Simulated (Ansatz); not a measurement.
Start from `C#CC(=O)O` and change one atom or group to get `O=C(O)[TeH]`.

Ansatz, PBE0-D4/def2-TZVP geometries, multiplicity 1. Each molecule was computed in one conformer, which needn't be the lowest.

Elements past krypton have def2 core potentials.  Spin–orbit coupling is left out; it splits and shifts lone-pair levels of the heavy atoms by tenths of an eV.

```
                                      property  `C#CC(=O)O`
         HOMO–LUMO gap (B3LYP/def2-TZVPP) / eV         6.44
             LUMO energy (PBE/def2-TZVPP) / eV        -2.49
size of the dipole moment (PBE/def2-TZVPP) / D         1.61
          HOMO–LUMO gap (PBE0/def2-TZVPP) / eV         6.95
       HOMO–LUMO gap (ωB97M-V/def2-TZVPP) / eV        11.54
         LUMO energy (ωB97M-V/def2-TZVPP) / eV         0.70
```

Question: What does the change do to each property? (Best estimate.)

Answer: Ansatz gave: 
```json
{"property": "HOMO–LUMO gap (B3LYP/def2-TZVPP) / eV", "`O=C(O)[TeH]`": "5.30", "shift": "-1.14"}
{"property": "LUMO energy (PBE/def2-TZVPP) / eV", "`O=C(O)[TeH]`": "-1.89", "shift": "0.60"}
{"property": "size of the dipole moment (PBE/def2-TZVPP) / D", "`O=C(O)[TeH]`": "1.18", "shift": "-0.43"}
{"property": "HOMO–LUMO gap (PBE0/def2-TZVPP) / eV", "`O=C(O)[TeH]`": "5.77", "shift": "-1.18"}
{"property": "HOMO–LUMO gap (ωB97M-V/def2-TZVPP) / eV", "`O=C(O)[TeH]`": "9.73", "shift": "-1.81"}
{"property": "LUMO energy (ωB97M-V/def2-TZVPP) / eV", "`O=C(O)[TeH]`": "0.76", "shift": "0.06"}
```

With PBE0 the HOMO rises by 1.60 eV and the LUMO rises by 0.43 eV, so the gap narrows by about 1.17 eV. PBE moves the HOMO by 1.08 eV and ωB97M-V by 1.86 eV. The zero-point energy changes by -33.8 kJ/mol with -3 modes. Dipoles are sizes alone; their direction can turn.

B3LYP here is the variant with VWN-RPA as its local correlation; programs differ in this.
